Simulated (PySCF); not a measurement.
## Partial charges of `Cc1cpcc(C)c1C=O`

C8H9OP.
Cartesian coordinates in Å at the GFN2-xTB level; atoms count from 1:
```xyz
19
C8H9OP angstrom
C     -2.4339   -0.7771    0.2035
C     -1.2634    0.1546    0.0359
C     -1.5622    1.4946   -0.0976
P     -0.4380    2.7972   -0.2974
C      1.0373    1.8997   -0.2534
C      1.1748    0.5318   -0.1057
C      2.5684   -0.0098   -0.0916
C      0.0644   -0.3327    0.0261
C      0.2769   -1.7775    0.1460
O      1.3344   -2.3622    0.2047
H     -2.4938   -1.4815   -0.6251
H     -2.3583   -1.3387    1.1332
H     -3.3621   -0.2103    0.2275
H     -2.6075    1.7806   -0.0782
H      1.9444    2.4843   -0.3526
H      2.7066   -0.7342   -0.8922
H      2.7637   -0.5346    0.8418
H      3.2934    0.7924   -0.2079
H     -0.6549   -2.3671    0.1757
```

Density: PBE0/pcSseg-1 (PySCF); schemes: Mulliken, IAO, Hirshfeld and ESP-fitted. Isolated species at its GFN2-xTB geometry (one conformer only).

Question: For which atoms does the sign change between the 4 schemes (beyond +0.03 e in one, beyond −0.03 e in another)?

Answer: C2, P4 and C6.

Question: Do the Mulliken, IAO, Hirshfeld and ESP-fitted schemes agree on where the charge is highest?

Answer: The schemes don't all agree: Mulliken P4 (+0.528); IAO P4 (+0.420); Hirshfeld P4 (+0.118); ESP-fitted C9 (+0.500).

Question: Tabulate the Mulliken, IAO, Hirshfeld and ESP-fitted charges.

Answer: In e:

```csv
atom,environment,Mulliken,IAO,Hirshfeld,ESP-fitted
C1,benzylic-type carbon,-0.135,-0.428,-0.113,-0.542
C2,substituted aromatic carbon,-0.209,+0.050,+0.026,+0.002
C3,aromatic CH carbon,-0.373,-0.397,-0.118,-0.042
P4,phosphorus bonded to 2 C,+0.528,+0.420,+0.118,-0.157
C5,aromatic CH carbon,-0.367,-0.395,-0.115,-0.041
C6,substituted aromatic carbon,-0.236,+0.068,+0.034,+0.097
C7,benzylic-type carbon,-0.064,-0.419,-0.123,-0.667
C8,substituted aromatic carbon,-0.234,-0.089,-0.023,-0.072
C9,aldehyde carbon,+0.337,+0.234,+0.114,+0.500
O10,aldehyde oxygen,-0.377,-0.403,-0.206,-0.489
H11,methyl hydrogen,+0.150,+0.157,+0.050,+0.178
H12,methyl hydrogen,+0.148,+0.157,+0.050,+0.179
H13,methyl hydrogen,+0.124,+0.152,+0.051,+0.154
H14,aromatic hydrogen,+0.119,+0.157,+0.042,+0.144
H15,aromatic hydrogen,+0.123,+0.159,+0.043,+0.143
H16,methyl hydrogen,+0.144,+0.170,+0.044,+0.232
H17,methyl hydrogen,+0.145,+0.171,+0.044,+0.235
H18,methyl hydrogen,+0.109,+0.138,+0.043,+0.158
H19,formyl hydrogen,+0.065,+0.100,+0.038,-0.013
```

Mean size of the charges over all atoms: IAO 0.224 e, ESP-fitted 0.213 e, Mulliken 0.210 e, Hirshfeld 0.073 e. Each set sums to the total charge, 0, to within 0.001 e. The ESP scheme fits charges at the nuclei, held to the total charge, to the electrostatic potential on points at 1.4 to 2.0 times the van der Waals radii. The Hirshfeld scheme weights the molecular density at each point by an atom's share of the summed free-atom densities.

Question: Sum the charges by element, for elements with more than one atom.

Answer: 
```tsv
element	atoms	Mulliken	IAO	Hirshfeld	ESP-fitted
C	8	-1.281	-1.376	-0.319	-0.766
H	9	+1.129	+1.359	+0.406	+1.411
```

Question: How closely do the schemes follow one another over all atoms?

Answer: Correlation coefficient and root-mean-square difference: IAO with Hirshfeld 0.97, 0.177 e; Mulliken with IAO 0.83, 0.149 e; Mulliken with Hirshfeld 0.82, 0.180 e; Hirshfeld with ESP-fitted 0.77, 0.224 e; IAO with ESP-fitted 0.73, 0.200 e; Mulliken with ESP-fitted 0.46, 0.277 e.
